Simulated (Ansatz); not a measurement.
This geometry of CH$_{5}$NOSi (9 atoms, charge 0, multiplicity 1) is a first-order saddle point.

Theory: RHF/def2-SVP in Ansatz.

```xyz
9
Properties=species:S:1:pos:R:3
N -0.626 1.012 -1.183
C 0.426 0.794 -0.574
Si 0.536 -0.599 0.736
O -0.980 -1.236 0.854
H -1.489 1.155 -1.632
H 1.327 1.404 -0.786
H 0.978 -0.061 2.040
H 1.518 -1.619 0.301
H -1.602 -0.898 0.226
```

Task: Which two structures does it join? (They come from a converged band through this point; their orientation in space is the band's.)

Result: No bond is made or broken. The dihedral H5–N1–C2–Si3 changes from 180 to 0° by way of a nearly straight angle H5–N1–C2 (up to 177°), not by a turn about the bond.

Image 0:

```xyz
9
Properties=species:S:1:pos:R:3
N -0.875 0.842 -1.046
C 0.292 0.717 -0.590
Si 0.530 -0.633 0.731
O -0.951 -1.312 0.935
H -0.951 1.570 -1.743
H 1.115 1.353 -0.939
H 1.034 -0.027 1.982
H 1.526 -1.621 0.261
H -1.632 -0.936 0.391
```

Image 6:

```xyz
9
Properties=species:S:1:pos:R:3
N -0.436 1.360 -1.397
C 0.529 0.926 -0.719
Si 0.406 -0.477 0.547
O -1.184 -0.923 0.493
H -1.291 0.865 -1.182
H 1.501 1.403 -0.884
H 0.797 -0.005 1.896
H 1.304 -1.596 0.180
H -1.536 -1.599 1.048
```

Task: How far does it lie above each of them?

Result: 1.46 eV above the first and 1.37 eV above the second. This is the barrier of this one path; another mechanism may lie lower.

The run took 2.3 min on 1 thread of Intel(R) Xeon(R) 6975P-C (Granite Rapids), with other jobs on the host, peak memory 0.17 GiB.
